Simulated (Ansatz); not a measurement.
Species: sum formula AlOF$_{2}$H (charge 0, singlet). SMILES: [OH][Al]([F])[F]
Geometry from a B3LYP-D3(BJ)/def2-TZVP (Ansatz, a quantum-chemistry and plane-wave program) optimisation:
```xyz
5

O      1.6043    -0.4426     0.0146
Al    -0.0158    -0.0052    -0.0007
F     -1.1540    -1.1796    -0.0993
F     -0.5081     1.5604     0.0797
H      2.3301     0.1804     0.0700
```
Charge 0, spin multiplicity 1.

PBE beside other levels, property by property. Correlated levels leave the core frozen unless marked. UHF or UKS for open shells. No spin-orbit coupling. No relativistic terms. CBS marks a two-point X^-3 extrapolation of the correlation energy; Hartree-Fock from the larger set (for Q and 5 zeta extrapolated as (X+1)exp(-9√X)). Atomisation energies are electronic, to ground-state atoms; the column to compare with has the core term from cc-pwCVTZ added, other frozen-core levels have none. Vertical energies are electronic, to the SCF solution reached for that spin. The coupled-cluster column (Ansatz) is a level with limits of its own: (a) CCSD(T)/CBS(aug-cc-pV(T+d)Z,aug-cc-pV(Q+d)Z); (b) CCSD(T)/CBS(cc-pV(Q+d)Z,cc-pV(5+d)Z).

```csv
property,PBE/def2-TZVPD (Ansatz),B3LYP-D3(BJ)/def2-TZVPD (Ansatz + dftd3),wB97M-V/def2-TZVPD (Ansatz),CCSD(T)/aug-cc-pV(D+d)Z (Ansatz),coupled cluster
vertical triplet-singlet gap (eV),6.51,6.91,7.19,7.18,7.35 (a)
atomisation energy (kcal/mol),506.4,497.3,502.8,476.6,511.8 (b)
vertical ionisation energy to the doublet (eV),12.42,12.95,13.04,12.97,13.19 (a)
```

As the rows show:
- vertical triplet-singlet gap: PBE lies 0.84 eV below coupled cluster.
- atomisation energy: PBE lies 5.4 kcal/mol below coupled cluster.
- vertical ionisation energy to the doublet: PBE lies 0.77 eV below coupled cluster.
